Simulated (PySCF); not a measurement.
C2H5NSi.
Bonds: C1–Si2, Si2–C3, C3–N4 (triple). Hydrogens: H5, H6, H7 on C1; H8, H9 on Si2.

Theory: core-valence-separated Tamm–Dancoff BHandHLYP/aug-pcX-1 (pcseg-1 on H, def2-SVPD on Si) in PySCF, non-relativistic, gas phase, PBE0-D3(BJ)/def2-SVP geometry.

Computed nitrogen K-edge spectrum, Gaussian lines of 0.3 eV full width, highest printed point 100; it ends one width below the last computed root. The energies are unshifted.

(photon energy (eV), absorption): (396.4, 2), (396.6, 45), (396.8, 100), (397.0, 19), (397.2, 0), (397.4, 0), (397.6, 0), (397.8, 0), (398.0, 0), (398.2, 0), (398.4, 0), (398.6, 0), (398.8, 0), (399.0, 0), (399.2, 0), (399.4, 0), (399.6, 0), (399.8, 0), (400.0, 0), (400.2, 0), (400.4, 0), (400.6, 0), (400.8, 0), (401.0, 0), (401.2, 0), (401.4, 0), (401.6, 0), (401.8, 0), (402.0, 1), (402.2, 1), (402.4, 3), (402.6, 3), (402.8, 1)

Assign the maxima to core holes.

2 maxima:
- 396.8 eV: N4 (cyano nitrogen), 396.77 eV, f = 0.125, sum of 2, 1s→π*, 100 % of the height at the exact maximum
- 402.5 eV: N4 (cyano nitrogen), 402.43 eV, f = 0.003, 59 % of the height at the exact maximum; N4 (cyano nitrogen), 402.59 eV, f = 0.003, sum of 2, 41 % of the height at the exact maximum

Roots within 0.03 eV on the same or equivalent atoms count as one line; shares under 12 % aren't listed.

Vibrational structure and lifetime widths aren't in the curve. The ionisation threshold wasn't computed; near and above it a finite basis only mimics Rydberg series and continuum.
